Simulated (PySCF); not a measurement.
Exercise with solution: chemical shift, span and skew from a shielding tensor

Se(Br)(Me) (CH₃BrSe), SMILES C[Se]Br. Atoms are numbered in the order given.

```xyz
6

Se     0.4992    -0.9275     0.0000
Br    -0.1231     1.3496     0.0000
C     -1.3028    -1.6907     0.0000
H     -1.1565    -2.7822     0.0000
H     -1.8451    -1.3880    -0.9046
H     -1.8451    -1.3880     0.9046
```

Geometry optimised at B3LYP-D3(BJ)/def2-SVP.

GIAO shieldings from PySCF with PBE/pcSseg-1, non-relativistic, no solvent. The symmetric part of the tensor of C3 has the principal values 120.4, 152.1, 174.9 ppm. The same nucleus in TMS has σ = 182.0 ppm at this level (PySCF, at its B3LYP-D3(BJ)/def2-TZVP geometry). Without spin–orbit terms, shifts of atoms bonded to Cl or Br come out too high.

### Question
Work out the isotropic shielding, the ¹³C shift against TMS, the span and the skew.

### Answer

σ(iso) = (σ11 + σ22 + σ33)/3 = 149.1 ppm. δ = σ(ref) − σ(iso) = 182.0 − (149.1) = 32.9 ppm.
Span Ω = σ33 − σ11 = 54.5 ppm. Skew κ = 3(σ(iso) − σ22)/Ω = -0.16. Tumbling in solution averages the tensor to δ; in a static solid the shielding alone would spread this spin-1/2 line over Ω.
